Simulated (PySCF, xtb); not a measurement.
Si(H)2(Cl)(NMe2) (C₂H₈ClNSi), SMILES CN(C)[SiH2]Cl. The values are those of a single conformer.

Harmonic wavenumbers (cm⁻¹) from GFN2-xTB run with xtb 6.7.1 at its own minimum, in rising order: 57, 140, 164, 195, 268, 289, 389, 509, 520, 585, 695, 745, 806, 1044, 1059, 1090, 1127, 1203, 1311, 1419, 1429, 1478, 1487, 1498, 1509, 2187, 2280, 2905, 2906, 2956, 2960, 3041, 3045.

**Question.** What does PBE-D3(BJ)/def2-SVP (PySCF) give at its own minimum? (The exact figures need the calculation; the answer reports its results.)

**Answer.** 65, 92, 211, 222, 273, 304, 360, 501, 597, 675, 751, 871, 882, 1001, 1052, 1075, 1126, 1210, 1275, 1379, 1398, 1402, 1410, 1428, 1454, 2189, 2203, 2905, 2910, 2969, 2977, 3052, 3052. Paired by order, the mean absolute difference is 36 cm⁻¹ and the zero-point energies are 61.9 and 61.9 kcal/mol.
